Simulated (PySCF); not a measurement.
## Levels along the 5-electron series

One electron added to the closed shell [He] 2s2: EOM-EA-CCSD calculated with PySCF 2.14, two-component X2C-1e with screened spin-orbit coupling, each ion in its own even-tempered basis, nothing frozen, the virtual space cut to natural spinors and corrected at second order; no Breit or QED terms. Binding energy of 2p1/2 and energies of the other levels above it, in eV.

```
  ion  2p1/2 binding  2p3/2 − 2p1/2  NIST ionisation energy
As²⁸⁺         3090.7         41.934        3088.1 ± 1.9 (s)
Se²⁹⁺         3304.7         47.774        3301.8 ± 2.1 (s)
Br³⁰⁺         3526.2         54.219        3523.1 ± 2.2 (s)
Kr³¹⁺         3755.3         61.309          3752 ± 2.5 (s)
Rb³²⁺         3992.0         69.091            3988 ± 3 (s)
Zr³⁵⁺         4748.5         97.058            4744 ± 3 (s)
Nb³⁶⁺         5016.3         108.09            5011 ± 4 (s)
Mo³⁷⁺         5292.1         120.06            5287 ± 4 (s)
Tc³⁸⁺         5575.8         133.03            5570 ± 4 (s)
```

Question: Estimate the missing row, Sr³³⁺.

Answer: The calculation gives 2p1/2 binding 4236.4; 2p3/2 − 2p1/2 77.611. The NIST ionisation energy is 4232 ± 3 (s).

Each ion has its own basis, which adds noise of up to about 0.1 % of the binding energies along the series.

The 2p interval goes from 41.93 to 133.0 eV, as Z to the power 4.36; a hydrogen-like ion gives 4, and the power is higher where the screened charge Z − σ still grows faster than Z or where Zα is large.

NIST values marked (s) are semi-empirical, (t) theoretical.
